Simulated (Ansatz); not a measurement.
CH6BNSi, relaxed with RKS PBE-D4/def2-SVP in Ansatz from a rough embedded geometry. The force threshold is 0.03 eV/Å; the program also tests the step.

Total charge 0; spin multiplicity 1. The bonds changed during the relaxation, so this is another structure than the one it started from.

Start:

```xyz
10

B     1.711   -0.548   -0.560
Si   -0.042   -0.686    0.103
C    -0.703    0.857    0.786
N    -1.089    0.671   -0.587
H     1.982   -0.724   -1.735
H     2.666   -0.359    0.180
H    -0.870   -1.927   -0.009
H    -1.657    0.702    1.457
H     0.005    1.653    1.037
H    -2.005    0.361   -0.670
```

Q: How much energy does the relaxation release, and in how many steps? (Best estimate.)

A: The calculation gave: 230.62 kJ/mol, in 22 steps, 2 of them rejected.

Q: Which bonds change most? (Best estimate.)

A: Computed: B1–N4 from 3.054 to 1.480 Å; B1–Si2 from 1.879 to 2.233 Å; Si2–N4 from 1.848 to 2.065 Å; Si2–C3 from 1.813 to 1.960 Å.

Q: Give the relaxed structure. (Estimate.)

A: The calculation gave: 
```xyz
10

B     1.178   -0.092   -0.755
Si    0.049   -1.203    0.820
C    -0.627    0.636    0.872
N    -0.203    0.372   -0.491
H     1.388   -0.615   -1.829
H     2.049    0.416   -0.075
H    -1.217   -1.864    0.241
H    -1.700    0.865    0.982
H     0.035    1.356    1.385
H    -0.951    0.128   -1.150
```
